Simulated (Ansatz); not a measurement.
`[CH3][In]([CH3])[F]` + H₂O → `[CH3][In]([OH])[F]` + CH₄ at 298.15 K and 1 bar (formal hydrolysis of the In–C bond).

Computed with Ansatz on PBE0-D4/def2-TZVP structures; ΔE is electronic, products minus reactants. CBS: MP2 limit from def2 TZ/QZ plus the TZ coupled-cluster correction, frozen cores. This one scheme is used for every species. Elements past krypton have def2 core potentials. For In outer-core shells are correlated without core-valence functions, which leaves a few kJ/mol of doubt a bond. Each species was taken in one conformer, which may not be the lowest.

| species | CCSD(T)/CBS energy (Eh) | H − E (kJ/mol) | S (J/(mol·K)) |
| --- | --- | --- | --- |
| `[CH3][In]([CH3])[F]` | -369.35906 | 213.4 | 375.8 |
| H₂O | -76.37941 | 66.4 | 188.7 |
| `[CH3][In]([OH])[F]` | -405.29320 | 153.3 | 364.6 |
| CH₄ | -40.46206 | 127.4 | 186.2 |

H − E and S are ideal-gas, rigid-rotor, harmonic terms from PBE0-D4/def2-TZVP, for one conformer and one mirror image of each species. 1 Eh = 2625.50 kJ/mol, R = 8.31446 J/(mol·K).

Question: By hand: ΔE, ΔH, ΔS and ΔG.

Answer: ΔE = (-405.29320) + (-40.46206) − (-369.35906) − (-76.37941) = -0.01679 Eh = -44.1 kJ/mol. Δ(H − E) = 153.3 + 127.4 − 213.4 − 66.4 = 0.9, so ΔH = -43.2 kJ/mol. ΔS = 364.6 + 186.2 − 375.8 − 188.7 = -13.7 J/(mol·K). ΔG = -43.2 − 298.15 × (-13.7)/1000 = -39.1 kJ/mol.

Question: By hand: the equilibrium constant, and the temperature at which ΔG would vanish if ΔH and ΔS stayed fixed.

Answer: log₁₀ K = −ΔG/(RT ln 10) = 6.9. ΔG = 0 at ΔH/ΔS = 3153 K, far beyond where these terms or the molecules hold.

The number of gas molecules stays the same, so ΔS is small and ΔH decides. A doubt of 5 kJ/mol in ΔE shifts log₁₀ K by 0.9 here. Other conformers and mirror images would add mixing entropy, several J/(mol·K) or more a flexible species. Modes under 60 cm⁻¹, often nearly free rotors, make the harmonic entropy too high. These are equilibria of isolated gas molecules and say nothing of rates. Largest T1 diagnostic: 0.016 (customary marks: 0.02 for closed shells, 0.045 for open ones).
